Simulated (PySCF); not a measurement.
Level of theory: PySCF with CAM-B3LYP-D3(BJ)/def2-TZVP. All species are isolated molecules in the gas phase. One relaxed conformer stands for a flexible species; it need not be the lowest. Excitations are Tamm–Dancoff values on a coarser integration grid. The basis has no diffuse functions, so Rydberg states are missing or too high.

Reference species (SMILES): `BC(=C)CC#N` (neutral, multiplicity 1).

```
Property                                        Result
-------------------------------------------  ---------
T1 excitation (TDA)                            3.66 eV
brightest of the four lowest singlets (TDA)    6.20 eV
S1 excitation (TDA)                            5.55 eV
HOMO                                         -10.08 eV
```

After one change: the T1 excitation (TDA) rises by 0.17 eV; the brightest of the four lowest singlets (TDA) increases by 0.36 eV; the S1 excitation (TDA) decreases by 0.12 eV; the HOMO rises by 0.93 eV.

Q: Name the change that produced these shifts. The new species is one of these.
A. `BC/C=C\C#N`
B. `B/C=C\CC#N`
C. `B/C(C)=C\C#N`
D. `B/C=C(/C)C#N`

A: A, `BC/C=C\C#N`
